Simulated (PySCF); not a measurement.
1-hydroxyboretane (C3H7BO), SMILES OB1CCC1.

The structure is a stationary point at PBE0-D3(BJ)/def2-SVP. Other conformers were not sampled.

Computed with TDA-PBE/def2-SVPD run with PySCF.

Vertical excitations. The molecule is in vacuum.

Computed lowest excited states:
```tsv
state	energy (eV)	λ (nm)	f	main pairs
S1	5.98	207	0.001	HOMO→LUMO 96 %
S2	6.09	204	0.020	HOMO→LUMO+1 96 %
S3	6.60	188	0.008	HOMO−1→LUMO 73 %, HOMO−1→LUMO+1 25 %
S4	6.72	185	0.070	HOMO−1→LUMO+1 73 %, HOMO−1→LUMO 25 %
S5	6.98	178	0.032	HOMO→LUMO+2 99 %
S6	7.31	170	0.003	HOMO−3→LUMO 94 %
S7	7.35	169	0.002	HOMO−2→LUMO+1 71 %, HOMO−2→LUMO 24 %
S8	7.42	167	0.012	HOMO−2→LUMO 63 %, HOMO−2→LUMO+1 27 %
S9	7.53	165	0.005	HOMO−3→LUMO+1 98 %
S10	7.55	164	0.031	HOMO−1→LUMO+2 99 %
T1	5.42	229	0	HOMO→LUMO 99 %
T2	5.95	209	0	HOMO→LUMO+1 99 %
T3	5.97	208	0	HOMO−1→LUMO 99 %
T4	6.52	190	0	HOMO−1→LUMO+1 99 %
```
Triplets are in the Tamm–Dancoff approximation.
